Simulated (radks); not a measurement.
Results of a calculation; reference values are marked as such.
Ir4+, 73 electrons, occupied as [Kr] 4d10 4f14 5s2 5p4 5d5 6d2 (not the ground configuration).

Code: a radial shooting solver on a logarithmic mesh with Libxc functionals. Model: Dirac Kohn-Sham, B86b exchange with PBE correlation, spin-unpolarised, spherical densities, point nucleus; open shells are shared between the two j in proportion to 2j + 1.

Energy parts (hartree):
| part | energy |
|---|---|
| total | -17849.1722 |
| kinetic | 20348.4915 |
| electron-nucleus | -44624.7393 |
| Hartree | 6774.6684 |
| exchange-correlation | -347.5927 |

Orbitals (lengths in bohr, moments of r in powers of bohr):
| orbital | occ. | eigenvalue (hartree) | <1/r> | small-component weight |
|---|---|---|---|---|
| 1s1/2 | 2 | -2796.606 | 92.27 | 8.51e-02 |
| 2s1/2 | 2 | -490.9689 | 22.58 | 1.94e-02 |
| 2p1/2 | 2 | -470.3615 | 22.53 | 1.95e-02 |
| 2p3/2 | 4 | -410.5250 | 18.59 | 1.74e-02 |
| 3s1/2 | 2 | -116.7818 | 8.289 | 6.45e-03 |
| 3p1/2 | 2 | -107.5623 | 8.200 | 6.39e-03 |
| 3p3/2 | 4 | -94.45916 | 7.176 | 5.79e-03 |
| 3d3/2 | 4 | -79.09294 | 7.072 | 5.68e-03 |
| 3d5/2 | 6 | -76.26184 | 6.835 | 5.52e-03 |
| 4s1/2 | 2 | -26.92096 | 3.496 | 2.16e-03 |
| 4p1/2 | 2 | -23.03172 | 3.385 | 2.07e-03 |
| 4p3/2 | 4 | -19.93279 | 3.031 | 1.84e-03 |
| 4d3/2 | 4 | -13.56359 | 2.824 | 1.64e-03 |
| 4d5/2 | 6 | -12.98793 | 2.741 | 1.58e-03 |
| 4f5/2 | 6 | -4.87946 | 2.345 | 1.20e-03 |
| 4f7/2 | 8 | -4.76368 | 2.313 | 1.18e-03 |
| 5s1/2 | 2 | -6.01654 | 1.422 | 5.45e-04 |
| 5p1/2 | 1.33333 | -4.75747 | 1.308 | 4.72e-04 |
| 5p3/2 | 2.66667 | -4.21104 | 1.190 | 4.13e-04 |
| 5d3/2 | 2 | -2.43237 | 0.9548 | 2.77e-04 |
| 5d5/2 | 3 | -2.36168 | 0.9309 | 2.66e-04 |
| 5f5/2 | 0 | -0.90201 | 0.4940 | 8.20e-05 |
| 5f7/2 | 0 | -0.89759 | 0.4901 | 8.11e-05 |
| 6s1/2 | 0 | -1.86074 | 0.6168 | 1.38e-04 |
| 6p1/2 | 0 | -1.50935 | 0.5460 | 1.11e-04 |
| 6p3/2 | 0 | -1.40266 | 0.5068 | 9.91e-05 |
| 6d3/2 | 0.8 | -0.94264 | 0.3965 | 6.60e-05 |
| 6d5/2 | 1.2 | -0.92878 | 0.3910 | 6.48e-05 |
| 7d3/2 | 0 | -0.50091 | 0.2306 | 3.12e-05 |
| 7d5/2 | 0 | -0.49514 | 0.2277 | 3.06e-05 |

The highest occupied level is 6d5/2 at -25.273 eV. The configuration is held as typed, so some empty levels lie below it. The density falls to 0.001 e/bohr^3 at r = 4.66 bohr. Summed over all electrons, <r^2> = 51.89 bohr^2, which gives a Langevin (diamagnetic) susceptibility term of -41.1 x 10^-6 cm^3/mol.
